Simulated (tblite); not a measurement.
C4H9Cl3Sn, charge +1, doublet, geometry from GFN2-xTB (such geometries of metal compounds can be far from the true shape) (a state made from the parent by changing its charge; the spin is typed, not shown lowest); IPEA1-xTB (tblite 0.6.0).

Here is a job for tblite.
```
$ tblite run mol.xyz --method ipea1 --charge 1 --spin 1 --json tblite.json --no-restart

# file mol.xyz
17

C     -4.42938969    -0.28249207    -0.28852602
C     -2.99359850    -0.38649328    -0.77681013
C     -2.25064595    -1.56577440    -0.16066049
C     -0.91631587    -1.85344683    -0.66075190
Sn     0.71012709     0.04566239     0.05704860
Cl     0.42290503     1.66408285    -1.61357812
Cl    -0.18269003     0.77482334     2.09647737
Cl     2.93970276    -0.59732947     0.26558710
H     -5.02666162    -1.12366116    -0.63363030
H     -4.88882938     0.62304862    -0.67480290
H     -4.47234402    -0.24992164     0.79701834
H     -2.45940790     0.52995594    -0.49068322
H     -2.97259775    -0.44795573    -1.86694027
H     -2.28843996    -1.53549141     0.93501567
H     -2.82374603    -2.47976949    -0.41820235
H     -0.35901484    -2.65012005    -0.18186362
H     -0.73421529    -1.72676902    -1.72211863
```

It wrote (shortened):

```
xTB calculator
 | screened Coulomb repulsion
 | Coulomb electrostatics
 |  * isotropic Klopman-Ohno-Mataga-Nishimoto electrostatics
 |  * onsite third-order electrostatics
 | DFT-D3(BJ) dispersion correction

halogen bonding energy    0.0000000000000E+00 Eh
repulsion energy          2.9635307719149E-01 Eh
dispersion energy        -9.1869803763046E-03 Eh
number of electrons       4.9000000000000E+01 e
integral cutoff           4.0000000000000E+01 bohr

------------------------------------------------------------
  cycle        total energy    energy error   density error
------------------------------------------------------------
      1     -29.86148932276  -3.0148655E+01   4.4182943E-01
      2     -29.91659731055  -5.5107988E-02   2.4259125E-01
      3     -29.88041795240   3.6179358E-02   1.0173810E-01
      4     -29.91608378850  -3.5665836E-02   3.5979379E-02
      5     -29.92795577976  -1.1871991E-02   5.5151828E-03
      6     -29.92819210235  -2.3632259E-04   1.8076524E-03
      7     -29.92820531340  -1.3211044E-05   4.4966496E-04
      8     -29.92820625402  -9.4062835E-07   1.2827868E-04
      9     -29.92820629402  -3.9993079E-08   6.7412019E-05
     10     -29.92820631138  -1.7366055E-08   3.5186029E-05
     11     -29.92820631799  -6.6079267E-09   1.0223424E-05
------------------------------------------------------------

electronic energy        -3.0215372414806E+01 Eh
total energy             -2.9928206317991E+01 Eh

Post processing:
 | Mayer-Wiberg bond orders

[Info] JSON dump of results written to 'tblite.json'
```
